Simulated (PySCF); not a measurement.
## Ionisation energy along the 4-electron series

Calculated with PySCF 2.14 and a two-component X2C-1e Hamiltonian (Gaussian nucleus, no Breit or QED terms), each ion in its own even-tempered basis scaled to its charge; GMP2 freezes nothing and drops the highest virtual spinors. Values in eV. NIST values: (m) measured, (s) semi-empirical, (t) theoretical.

```csv
ion,configuration,GMP2 (spin-free),GHF (screened spin-orbit),GMP2 (screened spin-orbit),NIST
Se³⁰⁺,[He] 2s2,3506.9,3501.6,3507.0,3507 ± 3 (s)
Kr³²⁺,[He] 2s2,3971.2,3965.7,3971.3,3971 ± 4 (s)
Rb³³⁺,[He] 2s2,4214.8,4209.3,4214.9,4214 ± 4 (s)
```

Question: Fill in the row of Br³¹⁺.

Answer: configuration: [He] 2s2; GMP2 (spin-free): 3735.2; GHF (screened spin-orbit): 3729.8; GMP2 (screened spin-orbit): 3735.3; NIST: 3735 ± 4 (s).
